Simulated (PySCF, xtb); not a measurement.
Mg(SH)(SMe) (CH₄MgS₂), SMILES C[S][Mg][SH].

GFN2-xTB run with xtb at its own geometry gives an orbital gap of 1.76 eV and a dipole moment of 2.54 D.

The structure is a stationary point at PBE0-D3(BJ)/def2-SVP. One conformer was computed; it need not be the lowest.

Question: What does CAM-B3LYP/def2-TZVPD (PySCF) give? (The exact figures need the calculation; the answer reports its results.)

Answer: gap 7.24 eV (levels -7.98 and -0.74 eV), dipole 1.50 D.
